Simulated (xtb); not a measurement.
B(AsH2)(Me)2 (C₂H₈AsB), SMILES CB(C)[AsH2]. All values are semi-empirical tight-binding results from xtb (GFN2-xTB unless named), good for trends rather than for accurate numbers. The structure is a stationary point at GFN2-xTB. The structure was generated by enumeration, and PubChem lists no compound with its InChIKey, so it may never have been made.

Optimised geometry:

```xyz
12

B      0.7111     0.5946    -0.2310
As    -0.7845    -0.6579     0.2927
H     -0.2814    -1.7984    -0.5454
H     -1.6922    -0.2246    -0.8234
C      0.3871     2.0673    -0.6865
H      1.1799     2.7842    -0.4762
H     -0.5440     2.4530    -0.2666
H      0.2527     2.0665    -1.7710
C      2.2152     0.1520    -0.0814
H      2.9062     0.7077    -0.7136
H      2.3791    -0.9133    -0.2513
H      2.5190     0.3467     0.9508
```
Charge 0, spin multiplicity 1.

```yaml
orbital_gap: 3.42 eV
zero_point_energy: 56.6 kcal/mol
G − E(el) at 298.15 K (modified RRHO): 36.5 kcal/mol
static polarisability (D4 model): 69.0 bohr³
solvation energy, GFN2-xTB/ALPB(water): -1.2 kcal/mol
solvation energy, GFN2-xTB/ALPB(octanol): -4.4 kcal/mol
```

Give the atomic charges and the Wiberg bond orders between heavy atoms. (An estimate is asked for; the answer gives what the named calculation found.)

charges (e) B1 0.23, As2 0.01, H3 -0.04, H4 -0.04, C5 -0.19, H6 0.03, H7 0.03, H8 0.05, C9 -0.19, H10 0.03, H11 0.03, H12 0.05. Bond orders B1–As2 1.03, B1–C5 1.05, B1–C9 1.05.
